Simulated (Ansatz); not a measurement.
System: sum formula SiBrF2, charge -1, multiplicity 1. SMILES of the parent species: F[Si](F)Br
Geometry from a B3LYP-D3(BJ)/def2-TZVP (Ansatz, a first-principles code) optimisation:
```xyz
4

Si    -0.6402     0.7786     0.8391
Br     0.7930    -0.9780    -0.3155
F     -0.0741     2.0779    -0.0244
F     -2.0140     0.5144    -0.0539
```
Charge -1, spin multiplicity 1.

Question: Give the harmonic wavenumbers at B3LYP-D3(BJ)/def2-TZVP (Ansatz, finite differences of forces, unscaled).

Answer: 148, 156, 290, 346, 723, 737 cm⁻¹. Zero-point energy 3.4 kcal/mol.

Question: From these and the geometry, give the ideal-gas thermochemistry at 298.15 K and 1 atm (rigid rotor, harmonic oscillator).

Answer: Point group Cs, rotational symmetry number 1. Rotational constants 6.716, 1.757, 1.53 GHz. S(trans) 40.85, S(rot) 27.28, S(vib) 8.50, S(elec, spin only) 0.00, S 76.6 cal/(mol K). H(298) - H(0) 3.80 kcal/mol; G - E(el) -15.6 kcal/mol.
